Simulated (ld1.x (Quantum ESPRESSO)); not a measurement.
Wu–Cohen TM semilocal dataset for Sn (Z = 50), scalar-relativistic all-electron reference.

ld1.x (Quantum ESPRESSO) 7.5 input, shortened:

```
&input
   title='Sn', zed=50., rel=1, dft='WC', iswitch=3,
   config='[Kr] 4d10 5s2 5p1.5'
 /
 &inputp
   pseudotype=1, tm=.true., lloc=1,
   nlcc=.false.
 /
3
5S  1  0   2.00   0.00  1.55  1.55  0.0
4D  3  2  10.00   0.00  1.60  1.60  0.0
5P  2  1   1.50   0.00  1.95  1.95  0.0
 &test
   configts(1)='4d10 5s2 5p1.5'
 /
```

Poles of the logarithmic derivatives, all-electron (AE) and pseudo (PS). s: poles at 2.2 (AE) and 1.3, 4.8 (PS) Ry. p: poles at 4.0 (AE) and 3.0 (PS) Ry. d: poles at -1.9 (AE) and -1.9 (PS) Ry. Test radius 2.16 bohr.

- Cutoffs needed: 90 Ry and 140 Ry (the cutoffs (Ry, on a coarse ladder) from which the occupation-weighted sum of valence levels, in a spherical-Bessel basis at the reference potential, stays within 10 and 1 mRy of its value at 400 Ry)
- Ghost test: no extra level below or beside the all-electron valence levels (s, d, p tested); the semilocal form is local in each channel, so this says nothing of the separable form that plane-wave codes build from it (spherical-Bessel basis up to 400 Ry, 20 bohr box)
- Largest excitation error: -101 meV (all-electron minus pseudo) for 4d9 5s2 5p3, out of 7 test configurations
